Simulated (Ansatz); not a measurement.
System: YF$_{2}$, net charge 1, singlet state. SMILES: [F][Y+][F]
Geometry: optimised at B3LYP-D3(BJ)/def2-TZVP (Ansatz, a program for electronic structure).

Parts of the frozen-core correlation energy in def2-TZVPP (Ansatz, hartree). Frozen orbitals: 6; correlated occupied orbitals by spin: 8 and 8; virtual: 104 and 104. No spin-orbit coupling. Past Kr the def2 sets carry scalar-relativistic core potentials.

```tsv
term	value
reference (HF)	-236.78619
MP2 opposite-spin	-0.41355
MP2 same-spin	-0.15183
CCSD correlation	-0.55543
(T)	-0.01801
T1 diagnostic	0.018
largest doubles amplitude	0.016
```
